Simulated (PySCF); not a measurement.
# Computed records: BFH3OSi

All values are calculated (PySCF 2.14.0). Calculation on a computer-drawn molecule: optimised geometry and harmonic frequencies of an isolated molecule of the commonest isotopes, restricted reference for singlets and unrestricted otherwise, frozen core in MP2.

```yaml
- formula: BFH3OSi
  start_structure:
    atoms_angstrom:
      - [O, -0.7519, -0.5825, -1.7691]
      - [B, -0.1509, -0.1622, -2.9367]
      - [F, -0.8617, -0.6081, -4.0195]
      - [Si, 1.4465, 1.1105, -3.0623]
      - [H, -0.2367, -0.3088, -1.0298]
      - [H, 2.1397, 0.6854, -1.7567]
      - [H, 2.3191, 0.3444, -4.0515]
  given:
    charge: -1
    multiplicity: 1
    method: MP2
    basis: "aug-cc-pV(D+d)Z"
    drawn_bonds_atom: [1, 2, 2, 1, 4, 4]
    drawn_bonds_other_atom: [2, 3, 4, 5, 6, 7]
    drawn_bonds_order: [1, 1, 1, 1, 1, 1]
  results:
    "rotational_constants [GHz]": null
```

Questions
1. Give the missing rotational constants for BFH3OSi.
2. Give the table of modes values for BFH3OSi.

Answers
1. 9.371, 3.711, 2.709 GHz
2. 
Modes:
| frequency (cm⁻¹) | reduced mass (dalton) |
| --- | --- |
| 158.8 | 1.119 |
| 207.9 | 4.253 |
| 346.5 | 9.09 |
| 386.8 | 1.852 |
| 568.8 | 4.348 |
| 583.1 | 1.305 |
| 627.2 | 2.045 |
| 658.9 | 1.193 |
| 941.1 | 1.149 |
| 970.3 | 1.621 |
| 1157 | 10.6 |
| 1195 | 2.418 |
| 1977 | 1.04 |
| 2042 | 1.04 |
| 3838 | 1.065 |

Further results for BFH3OSi:

| Property | Result |
| --- | --- |
| total energy | -490.3930 hartree |
| convergence status largest gradient component | 2.106e-05 hartree/bohr |

Optimised structure:
```xyz
7
BFH3OSi
O     -0.7591    -0.5809    -1.7566
B     -0.1349    -0.1619    -2.9466
F     -0.8774    -0.6100    -4.0445
Si     1.4372     1.1145    -3.0608
H     -0.1864    -0.2943    -1.0322
H      2.1071     0.6727    -1.7495
H      2.3175     0.3387    -4.0354
```
